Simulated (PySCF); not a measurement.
A search over the determinants of ZnSn

Unrestricted PBE0; basis Zn def2-SVP, Sn def2-SVP with ECP28; scalar-relativistic core potentials; PySCF 2.14. Outer shells of the fragments: Zn 3d10 4s2; Sn 4d10 5s2 5p2.

Followed along the bond (rough minima from three points):

```
2Ms+1  unpaired  ⟨S²⟩ at the start  R at minimum (Å)  Te (eV)
    3      π ↑↑               2.02              2.64     0.00
    1      π ↑↓               1.01              2.63     0.27
    3  σ ↑, π ↑               2.01              3.00     0.55
    1  σ ↓, π ↑               1.01              2.91     0.73
    1      none               0.00              2.61     1.00
```

Solutions found at the starting distance of 2.540 Å, counted from the lowest of them; the search is not exhaustive and high or unbound solutions are not listed, so other states can lie among these:

```tsv
2Ms+1	unpaired	term	E (eV)	⟨S²⟩	⟨Lz²⟩	μ (D)
3	π ↑↑	³Σ⁻	0.00	2.02	0.00	-2.75
1	π ↑↓	mixed	0.27	1.01	2.01	-2.73
3	σ ↑, π ↑	³Π	0.78	2.01	1.00	0.12
1	σ ↓, π ↑	mixed	0.92	1.01	1.00	-0.03
1	none	mixed	1.00	0.00	2.00	-2.63
3	σ ↑↑, π ↑↓	mixed	2.68	3.01	2.01	-2.41
1	σ ↓↓, π ↑↑	mixed	2.82	2.01	0.00	-2.72
3	σ ↑, π ↑	³Π	3.38	2.01	1.01	-4.51
1	σ ↓, π ↑	mixed	3.60	1.04	1.00	-4.51
3	π ↑↑	mixed	4.57	2.03	2.01	0.10
```

A term symbol is given only where ⟨S²⟩ and ⟨Lz²⟩ are close to those of a pure state; real π, δ and φ orbitals otherwise mix terms. A positive dipole means Zn(−)Sn(+).

Spin–orbit coupling is left out. Counting both spins, an empty level lies below a filled one in some of these solutions, because spin and occupation are held.
